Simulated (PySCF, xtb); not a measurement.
Mg(Cl)(OSiH3) (ClH3MgOSi), SMILES [SiH3][O][Mg][Cl].

GFN2-xTB in xtb 6.7.1 at its own geometry gives an orbital gap of 1.62 eV and a dipole moment of 2.36 D.

Geometry: PBE0-D3(BJ)/def2-SVP. The values are those of a single conformer.

### Question
What does B3LYP/def2-TZVPD in PySCF give? (An estimate is asked for; the answer gives what the named calculation found.)

### Answer
gap 6.06 eV (levels -8.12 and -2.06 eV), dipole 0.32 D.
